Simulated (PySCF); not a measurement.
CBr2F2. Atoms are numbered in the order given.

```xyz
5

F      0.0000     1.0711    -1.4352
C      0.0000     0.0000    -0.6639
F      0.0000    -1.0711    -1.4352
Br    -1.5993     0.0000     0.4259
Br     1.5993     0.0000     0.4259
```
Charge 0, spin multiplicity 1.

Geometry: PBE0-D3(BJ)/def2-SVP.

Level of theory: TDA-M06-2X/def2-SVPD (PySCF).

Vertical excitations. Gas-phase values at a fixed geometry. State labels are in the subgroup C2v.

```tsv
state	symmetry	energy (eV)	λ (nm)	f	main pairs
S1	B1	5.41	229	0.018	HOMO→LUMO 92 %
S2	A2	5.67	219	0.000	HOMO−1→LUMO 91 %
S3	B2	6.08	204	0.001	HOMO−2→LUMO 82 %
S4	A1	6.26	198	0.000	HOMO−3→LUMO 63 %, HOMO→LUMO+1 29 %
S5	A1	7.41	167	0.001	HOMO→LUMO+1 59 %, HOMO−3→LUMO 34 %
S6	B2	7.62	163	0.001	HOMO−1→LUMO+1 75 %, HOMO−2→LUMO 14 %
S7	A2	7.97	156	0.000	HOMO−2→LUMO+1 80 %
S8	B1	8.07	154	0.225	HOMO−4→LUMO 81 %
S9	B1	8.18	152	0.000	HOMO→LUMO+2 55 %, HOMO−3→LUMO+1 39 %
S10	B1	8.40	148	0.300	HOMO→LUMO+2 35 %, HOMO−3→LUMO+1 34 %, HOMO−3→LUMO+3 14 %
T1	B1	4.77	260	0	HOMO→LUMO 90 %
T2	A2	5.08	244	0	HOMO−1→LUMO 85 %
T3	B2	5.40	230	0	HOMO−2→LUMO 74 %, HOMO−1→LUMO+1 18 %
T4	A1	5.51	225	0	HOMO−3→LUMO 64 %, HOMO→LUMO+1 27 %
```
Triplets are in the Tamm–Dancoff approximation.
